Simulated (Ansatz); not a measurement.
Calculated with Ansatz (gas phase, PBE0-D4/def2-TZVP geometries, no zero-point term in ΔE). CCSD(T)/CBS is the MP2 limit (def2-TZVPP, def2-QZVPP) plus CCSD(T) − MP2 in def2-TZVPP, frozen cores. This one scheme is used for every species. Functionals use def2-TZVPP. Each species was taken in one conformer, which may not be the lowest.

`[SiH3]N[SiH2]S` + `BO` → `BO[SiH2]S` + `N[SiH3]`  (ligand exchange at the Si–N bond)

`[SiH3]N[SiH2]S`:

```xyz
11

Si    0.807   -1.021   -1.235
N    -0.519   -0.265   -0.423
Si   -0.521    1.149    0.553
S    -1.166    0.802    2.561
H     2.032   -0.265   -0.878
H     0.953   -2.441   -0.815
H     0.635   -1.009   -2.713
H    -1.409   -0.740   -0.495
H    -1.499    2.164    0.088
H     0.861    1.680    0.507
H    -0.173   -0.056    2.851
```

`BO`:

```xyz
5

B    -0.376    0.007   -0.189
O     0.534   -0.362    0.734
H    -1.470   -0.466   -0.086
H    -0.084    0.776   -1.065
H     1.395    0.045    0.607
```

`BO[SiH2]S`:

Cartesian coordinates in Å:
```
B -0.325 1.635 0.809
O -0.682 0.437 0.301
Si 0.081 -0.562 -0.776
S 1.138 -2.122 0.200
H 0.689 2.167 0.440
H -1.049 2.140 1.619
H -0.986 -1.111 -1.640
H 1.105 0.189 -1.538
H 0.028 -2.773 0.586
```

`N[SiH3]`:

Z-matrix (Å, degrees):
```
Si
N 1 1.720
H 1 1.486 2 107.9
H 1 1.494 2 116.0 3 -120.3
H 1 1.486 2 107.9 3 119.4
H 2 1.007 1 119.6 3 -168.6
H 2 1.007 1 119.6 3 49.2
```

```csv
species,r2SCAN-D4 energy (Eh)
`[SiH3]N[SiH2]S`,-1036.16042
`BO`,-101.89121
`BO[SiH2]S`,-790.81971
`N[SiH3]`,-347.24022
```

(1) Work out ΔE.

Largest T1 diagnostic among the species: 0.014.

Answers

(1) ΔE = (-790.81971) + (-347.24022) − (-1036.16042) − (-101.89121) = -0.00830 Eh = -21.8 kJ/mol. CCSD(T)/CBS gives -21.2 kJ/mol.

The D4 term adds +4.9 kJ/mol with B3LYP and +2.8 kJ/mol with PBE0; it sums over pairs of atoms, weighted by their polarisabilities, and B3LYP, whose exchange is more repulsive, gets the larger term. In def2-TZVPP, CCSD(T) changes the Hartree–Fock value by +14.0 kJ/mol (the triples alone add +2.1 kJ/mol) and MP2 by +14.4 kJ/mol.

B3LYP here is the variant with VWN-RPA as its local correlation; programs differ in this.
